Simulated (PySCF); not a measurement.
Compound: C₄H₃O₃S₂ (charge -1).
SMILES with atom numbers: `[O:1]=[S:2](=[O:3])([O-:4])[c:5]1[cH:6][cH:7][s:8][cH:9]1`

Structure used (PBE0-D3(BJ)/def2-SVP), in Å, numbered top down from 1:
```xyz
12
C4H3O3S2 angstrom
O      1.779   -1.586    0.725
S      1.704   -0.279    0.045
O      2.440    0.815    0.710
O      1.877   -0.348   -1.419
C     -0.028    0.194    0.235
C     -1.120   -0.557   -0.293
C     -2.333    0.012   -0.017
S     -2.155    1.470    0.891
C     -0.435    1.315    0.898
H     -0.979   -1.480   -0.856
H     -3.326   -0.341   -0.296
H      0.216    2.041    1.383
```

NICS = −σ at a ghost point: NICS(0) at the centroid of the ring atoms, NICS(1) 1 Å to either side along the normal of their mean plane, zz for the tensor component along that normal. Level: GIAO PBE0/pcSseg-1 (PySCF, non-relativistic, gas phase) on the PBE0-D3(BJ)/def2-SVP geometry, one conformer.

Ring bond lengths (Å), with Mayer bond orders in brackets: C5–C6 1.427 (1.21), C6–C7 1.368 (1.58), C7–S8 1.727 (1.14), S8–C9 1.727 (1.13), C9–C5 1.365 (1.59).

Task: What do the NICS probes read (ppm)?

Result: 
```json
{"ring": "C5–C6–C7–S8–C9", "type": "5-membered ring with S; formal bonds all aromatic", "NICS(0)": "-13.1", "NICS(1), two faces": "-11.3 / -11.3", "NICS(1)zz, two faces": "-25.3 / -25.4", "rms pucker (Å)": "0.00", "centre to ring atoms, mean (Å)": "1.29"}
```

Task: What can be read from them?

Result: 
- C5–C6–C7–S8–C9: mean NICS(1)zz -25.3 ppm, shielded, aromatic by this magnetic criterion (flat ring, no four-coordinate atom).

Task: And the bond-length index? Use HOMA with the parameters of Krygowski (1993).

Result: 
- C5–C6–C7–S8–C9: HOMA 0.78; the largest term is that of C5–C6, α(R − Ropt)² = 0.39. The geometric and the magnetic index point the same way.

Task: What is the mean of the two in-plane components of NICS at the second NICS(1) probe listed for ring C5–C6–C7–S8–C9, 1 Å off the ring?

Result: The isotropic value is a third of the trace: (3 × -11.3 − (-25.4))/2 = -4.3 ppm.

Task: List the ring angles and the Hirshfeld charges of the ring atoms.

Result: 
- C5–C6–C7–S8–C9: C5 112.6° (-0.057 e), C6 112.7° (-0.072 e), C7 111.5° (-0.109 e), S8 91.7° (+0.032 e), C9 111.7° (-0.098 e); sum 540.0° against 540° for a flat convex ring.

Task: What are the shieldings of the ring atoms and their hydrogens in the same run (means over atoms taken as equivalent)?

Result: 
```csv
atoms,environment,σ isotropic (ppm),"principal values of the symmetric part, first atom (ppm)"
C5,substituted aromatic carbon,17.3,"-54.9, -1.7, 108.4"
C6,aromatic CH carbon,48.9,"-34.8, 33.0, 148.6"
C7,aromatic CH next to a ring sulfur,59.5,"-26.8, 67.1, 138.2"
S8,thiophene-type sulfur,326.0,"203.4, 380.6, 394.1"
C9,aromatic CH next to a ring sulfur,58.1,"-20.2, 55.7, 138.7"
H10,aromatic hydrogen,23.98,"20.7, 23.7, 27.5"
H11,aromatic hydrogen,24.95,"21.9, 25.1, 27.8"
H12,aromatic hydrogen,24.12,"20.3, 24.5, 27.5"
```

Task: How do the values depend on the level or the medium?

Result: 
```
                level  NICS(0), C5–C6–C7–S8–C9  mean NICS(1)zz, C5–C6–C7–S8–C9
   PBE0/pcSseg-1, gas                    -13.1                           -25.3
wB97X-D/pcSseg-1, gas                    -12.8                           -25.1
```

The geometry is the same throughout.
